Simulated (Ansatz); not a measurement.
`CCB(O)OC` + `BrC1=C[SiH2]1` → `COB(O)Br` + `CCC1=C[SiH2]1`  (redistribution)

Gas-phase electronic energies from Ansatz, PBE0-D4/def2-TZVP geometries. CBS: MP2 limit from def2 TZ/QZ plus the TZ coupled-cluster correction, frozen cores. Functionals use def2-TZVPP. For Br outer-core shells are correlated without core-valence functions, which leaves a few kJ/mol of doubt a bond. Scalar relativity is left out up to krypton. Each species was taken in one conformer, which may not be the lowest.

```json
{"level": "PBE0-D4", "ΔE (kcal/mol)": "-24.0"}
{"level": "ωB97M-V", "ΔE (kcal/mol)": "-24.1"}
```

Task: What does CCSD(T)/CBS give? (Estimate.)

Result: Computed: -24.3 kcal/mol. The listed levels differ from it by 0.3, 0.2 kcal/mol.

Largest T1 diagnostic among the species: 0.011.

In def2-TZVPP, CCSD(T) changes the Hartree–Fock value by +2.4 kcal/mol (the triples alone add +0.3 kcal/mol) and MP2 by +1.5 kcal/mol. From PBE to PBE0 (25 % exact exchange), in def2-TZVPP and without D4, ΔE moves by −1.5 kcal/mol.
